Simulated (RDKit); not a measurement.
Input file for RDKit: MMFF94 on O6P4 (SMILES O1P2OP3OP1OP(O2)O3).

```python
from rdkit import Chem
from rdkit.Chem import AllChem, rdDetermineBonds

blocks = [
'''10

P     1.06382259    1.06382259    1.06382259
P     1.06382259   -1.06382259   -1.06382259
P    -1.06382259    1.06382259   -1.06382259
P    -1.06382259   -1.06382259    1.06382259
O     1.80412982   -0.00000000    0.00000000
O     0.00000000    1.80412982   -0.00000000
O    -0.00000000    0.00000000   -1.80412982
O     0.00000000    0.00000000    1.80412982
O    -0.00000000   -1.80412982   -0.00000000
O    -1.80412982   -0.00000000   -0.00000000
''',
]
mol = None
for b in blocks:
    f = Chem.MolFromXYZBlock(b)
    rdDetermineBonds.DetermineBonds(f, charge=0)
    mol = f if mol is None else Chem.CombineMols(mol, f)
Chem.SanitizeMol(mol)
print(Chem.MolToSmiles(Chem.RemoveHs(mol)))
ff = AllChem.MMFFGetMoleculeForceField(mol, AllChem.MMFFGetMoleculeProperties(mol), nonBondedThresh=100.0, ignoreInterfragInteractions=False)
e = ff.CalcEnergy()
print(f'MMFF94 energy {e:.6f} kcal/mol')
```

Output:

```
O1P2OP3OP1OP(O2)O3
MMFF94 energy -15.586554 kcal/mol
```

The run finished.

Cost: about 0.03 core-seconds (a rough figure).
